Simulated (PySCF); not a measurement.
```xyz
3
charge 0 multiplicity 1, angstrom
Se   -0.8341    0.0000   -0.6648
N    -2.1789    0.0000    0.2035
Br    1.2313    0.0000    0.6372
```

All numbers come from PBE0 in PySCF with Se def2-TZVP, N def2-TZVP, Br def2-TZVP; no relativity; density-fitted integrals.

This geometry of BrSeN is a stationary point at this level.

Task: What is the point group?

Result: Cs.

Task: Is it a minimum?

Result: Yes: all harmonic wavenumbers are real.

Task: Which band is strongest in the infrared?

Result: 267 cm⁻¹ (a'), 52 km/mol.

Task: What are the dipole moment and the gap between the highest occupied and lowest empty levels?

Result: 2.37 D and 4.02 eV.

This need not be the most stable arrangement of these atoms.
